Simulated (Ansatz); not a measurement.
Ge₂S₅⁻. The state is a doublet with charge -1. Geometry B3LYP-D4/def2-SVPD, basis def2-SVP, Ansatz.

```csv
atom,x (Å),y (Å),z (Å)
Ge1,0.782,1.518,-0.360
Ge2,-0.447,-1.311,-1.063
S3,-1.608,0.737,-0.155
S4,1.729,0.122,1.270
S5,0.865,0.183,-2.249
S6,0.903,-1.779,0.798
S7,-2.225,0.530,1.759
```

```csv
run,HOMO (eV),LUMO (eV)
A,-2.90,0.79
B,-1.05,-0.69
C,-0.45,-0.27
D,-0.80,-0.68
E,-1.93,-0.14
F,-0.72,-0.52
```

Another isomer (doublet) lies 1.30 eV lower at PBE0-D4/def2-SVP; other spin states weren't run for this one.

HOMO and LUMO are taken over both spins.

Q: The runs used BLYP, CAM-B3LYP, LDA (SPW92), PBE, PBE0, r2SCAN. Estimate which is which.

A: A CAM-B3LYP (range-separated); B r2SCAN (0 % exact exchange); C BLYP (0 % exact exchange); D LDA (SPW92) (0 % exact exchange); E PBE0 (25 % exact exchange); F PBE (0 % exact exchange). Exact exchange lowers occupied and raises empty levels; among semilocal functionals meta-GGAs tend to open the gap a little, and such runs are hard to tell apart. The gap grows from 0.12 eV (LDA (SPW92)) to 3.69 eV (CAM-B3LYP).
